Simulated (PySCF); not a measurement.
Computed shifts of a molecule C3H7NOSi, PySCF with PBE/pcSseg-1, GIAO, gas phase, atoms alike by connectivity averaged where their shifts nearly agree, in ppm (number of nuclei): ²⁹Si: -83.5 (1). ¹³C: 170.8 (1), 72.7 (1), 63.3 (1). ¹⁵N: 295.2 (1). ¹H: 4.49 (3), 4.35 (2), 4.29 (2). References: ²⁹Si against TMS (σ = 335.4 ppm); ¹³C against TMS (σ = 182.0 ppm); ¹⁵N against NH3 (σ = 267.0 ppm); ¹⁷O against H2O (σ = 334.3 ppm); ¹H against TMS (σ = 31.49 ppm), references at their B3LYP-D3(BJ)/def2-TZVP geometries, non-relativistic. The structure is a stationary point at r2SCAN-D4/def2-SVP. The values are those of a single conformer.

Question: Which molecule gave these data?
A. N#C[C@@H]([SiH3])CO
B. [SiH3]C1=NCCO1
C. O[SiH2]N1C=CC1
D. O[Si@H]1C=CCN1

Answer: B, [SiH3]C1=NCCO1
